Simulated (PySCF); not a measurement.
FIn, SMILES [F][In] (connectivity only; charge and spin as stated), charge +1, multiplicity 2. Atoms are numbered in the order given.

```xyz
2

In     0.0000     0.0000    -0.2966
F      0.0000     0.0000     1.6149
```
Charge +1, spin multiplicity 2.

The structure is a stationary point at PBE0-D3(BJ)/def2-TZVP. The spin state was assumed, not searched. The def2 effective core potentials stand for the cores of In; spin–orbit coupling is left out.

Computed with ωB97X/def2-TZVPD (PySCF).

Isolated molecule, no solvent.

Question: Estimate the frontier levels, dipole moment and polarisability. (An estimate is asked for; the answer gives what the named calculation found.)

Answer: 
| Item | Value |
|---|---|
| α spin, highest occupied and lowest empty level | -17.71 and -6.04 eV |
| β spin, highest occupied and lowest empty level | -19.77 and -10.51 eV |
| dipole moment about the centre of nuclear charge | 3.90 D |
| mean static polarisability | 27.1 bohr³ (4.01 Å³) |
| polarisability, principal values | 23.4, 23.4, 34.4 bohr³ |
| ⟨S²⟩ | 0.757 (pure state 0.75) |
